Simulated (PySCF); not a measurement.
## Magnetic susceptibility: `C[C@@H]([SiH3])[Ge@H]([CH3])[F]`, C3H11FGeSi

Molfile (atoms numbered from 1):
```
C3H11FGeSi
     RDKit          3D

 17 16  0  0  0  0  0  0  0  0999 V2000
   -0.7248   -0.6785   -1.4089 C   0  0  0  0  0  0  0  0  0  0  0  0
   -0.7895    0.3996   -0.3199 C   0  0  1  0  0  0  0  0  0  0  0  0
   -1.7261   -0.1852    1.2125 Si  0  0  0  0  0  4  0  0  0  0  0  0
    1.0008    1.0493    0.1151 Ge  0  0  2  0  0  4  0  0  0  0  0  0
    2.1316   -0.2811    0.9565 C   0  0  0  0  0  0  0  0  0  0  0  0
    0.7905    2.3380    1.2861 F   0  0  0  0  0  0  0  0  0  0  0  0
   -1.7315   -0.9928   -1.7286 H   0  0  0  0  0  0  0  0  0  0  0  0
   -0.1962   -0.3272   -2.3109 H   0  0  0  0  0  0  0  0  0  0  0  0
   -0.2037   -1.5839   -1.0565 H   0  0  0  0  0  0  0  0  0  0  0  0
   -1.3329    1.2847   -0.6972 H   0  0  0  0  0  0  0  0  0  0  0  0
   -1.0344   -1.3752    1.8036 H   0  0  0  0  0  0  0  0  0  0  0  0
   -3.1112   -0.6046    0.8281 H   0  0  0  0  0  0  0  0  0  0  0  0
   -1.8031    0.8878    2.2461 H   0  0  0  0  0  0  0  0  0  0  0  0
    1.6629    1.7101   -1.1125 H   0  0  0  0  0  0  0  0  0  0  0  0
    2.2923   -1.1323    0.2781 H   0  0  0  0  0  0  0  0  0  0  0  0
    1.6595   -0.6503    1.8782 H   0  0  0  0  0  0  0  0  0  0  0  0
    3.1081    0.1550    1.2100 H   0  0  0  0  0  0  0  0  0  0  0  0
  1  2  1  0
  2  3  1  0
  2  4  1  0
  4  5  1  0
  4  6  1  0
  1  7  1  0
  1  8  1  0
  1  9  1  0
  2 10  1  6
  3 11  1  0
  3 12  1  0
  3 13  1  0
  4 14  1  6
  5 15  1  0
  5 16  1  0
  5 17  1  0
M  END
```

Computed, not measured: PySCF, GIAO PBE/pcSseg-1 magnetisability, rotational g tensor and spin-rotation constants, non-relativistic, gas phase. Geometry: PBE0-D3(BJ)/def2-SVP.

The calculation is non-relativistic, which matters for the atoms heavier than Zn.

Question: How diamagnetic is it, and how anisotropic?

Answer: Isotropic -1498 × 10⁻³⁰ J/T², or -90.2 × 10⁻⁶ cm³/mol; principal values -1571, -1470, -1454 × 10⁻³⁰ J/T², anisotropy 110 × 10⁻³⁰ J/T² (root of half the summed squared differences of the principal values). The susceptibility is in cgs units.

Question: Split it along the inertial axes a, b, c into diamagnetic and paramagnetic parts about the centre of mass, with the quadrupole moment.

Answer: 
```
axis  χ (10⁻⁶ cm³/mol)  diamagnetic (10⁻⁶ cm³/mol)  paramagnetic (10⁻⁶ cm³/mol)  summed x² of all electrons (Å²)  quadrupole Θ (D Å)
   a             -87.7                      -636.6                        548.9                            183.5               -0.90
   b             -94.3                     -1033.1                        938.8                             90.0               -1.87
   c             -88.6                     -1160.3                       1071.7                             60.0               +2.77
```
Anisotropies 2χaa − χbb − χcc = +7.5 and 2χbb − χaa − χcc = -12.3 × 10⁻⁶ cm³/mol. Θ is traceless in Buckingham's convention.

Question: And the rotational g tensor?

Answer: 
```tsv
axis	rotational constant (GHz)	g	nuclear part	electronic part
a	2.4365	-0.0203	0.6080	-0.6282
b	1.3158	-0.0065	0.5738	-0.5803
c	1.1421	-0.0102	0.5648	-0.5750
```
Asymmetric top; isotopes 12C, 19F, 74Ge, 1H, 28Si; no vibrational averaging.
